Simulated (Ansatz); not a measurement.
Isolated molecules relaxed with PBE0-D4/def2-TZVP in Ansatz; ΔE leaves out vibrations. CCSD(T)/CBS adds triple-zeta CCSD(T) − MP2 to the extrapolated MP2 energy (def2 sets, frozen cores). Functionals use def2-TZVPP. One conformer a species, not always the lowest.

Reaction (formal exchange of groups at the Si–Si bond): `F[SiH](F)[Si](F)(F)F` + `COCF` → `CO[Si](F)(F)F` + `FC[SiH](F)F`

`F[SiH](F)[Si](F)(F)F`:

Cartesian coordinates in Å:
```
F -1.722 1.357 -0.491
Si -0.557 0.923 0.494
F 0.487 2.114 0.585
Si 0.535 -0.930 -0.443
F 1.734 -1.393 0.473
F -0.457 -2.151 -0.580
F 1.113 -0.614 -1.875
H -1.133 0.695 1.835
```

`COCF`:

Z-matrix (Å, degrees):
```
C
O 1 1.414
H 1 1.097 2 110.8
H 1 1.089 2 107.0 3 118.9
H 1 1.093 2 111.3 3 -121.6
C 2 1.362 1 114.0 3 55.1
F 6 1.383 2 111.4 1 70.0
H 6 1.099 2 112.1 1 -48.8
H 6 1.091 2 107.6 1 -172.1
```

`CO[Si](F)(F)F`:

Z-matrix (Å, degrees):
```
C
O 1 1.417
H 1 1.093 2 110.9
H 1 1.093 2 110.9 3 -121.7
H 1 1.089 2 107.6 3 119.1
Si 2 1.596 1 127.0 3 61.4
F 6 1.566 2 108.3 1 179.8
F 6 1.574 2 112.2 1 -60.3
F 6 1.574 2 112.2 1 59.8
```

`FC[SiH](F)F`:

Z-matrix (Å, degrees):
```
C
Si 1 1.874
F 1 1.390 2 109.3
H 1 1.095 2 111.4 3 -120.1
H 1 1.096 2 111.1 3 119.8
F 2 1.585 1 109.7 3 68.6
F 2 1.588 1 107.3 3 -174.7
H 2 1.474 1 114.1 3 -53.3
```

```json
{"level": "BLYP-D4", "ΔE (kJ/mol)": "-141.6"}
{"level": "HF/def2-TZVPP", "ΔE (kJ/mol)": "-174.4"}
```

(1) What does CCSD(T)/CBS give? (Best estimate.)

(2) What do rigid-rotor, harmonic-oscillator terms from PBE0-D4/def2-TZVP frequencies (298.15 K, 1 bar) make of the CCSD(T)/CBS value? (Estimate.)

Largest T1 diagnostic among the species: 0.013.

Answers

(1) Computed: -162.7 kJ/mol. The listed levels differ from it by 21.1, -11.7 kJ/mol.

(2) Ansatz gave: ΔZPE = -3.2 kJ/mol, ΔH = -165.7 kJ/mol, ΔS = 6 J/(mol·K), ΔG = -167.4 kJ/mol. Modes under 50 cm⁻¹ make the entropy rough.

Leaving LDA and LC-ωPBE aside and taking each functional with its dispersion term where it has one, the values, not all of them listed here, spread over 34.0 kJ/mol, from BHLYP-D4 to PBE-D4. From r2SCAN to r2SCAN0 (25 % exact exchange), in def2-TZVPP and without D4, ΔE moves by −6.9 kJ/mol. At CCSD(T), def2-SVP lies +20.6 kJ/mol from the extrapolated value and def2-TZVPP +2.5 kJ/mol.
